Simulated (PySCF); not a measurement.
A structure optimised at B3LYP-D3(BJ)/def2-SVP, used in a PySCF frequency run:

```xyz
6

In    -0.0026    -1.0221     0.0000
I     -0.0068     1.6543     0.0000
O     -1.7314    -2.0218     0.0000
H     -1.5656    -2.9769     0.0000
O      1.6792    -2.1111     0.0000
H      2.4706    -1.5530     0.0000
```
Charge 0, spin multiplicity 1.

Write its SMILES, formula and point group.

[OH][In]([OH])[I], H₂IInO₂, Cs

What are its rotational constants (standard atomic weights)?

4.9694, 0.82366, 0.70655 GHz
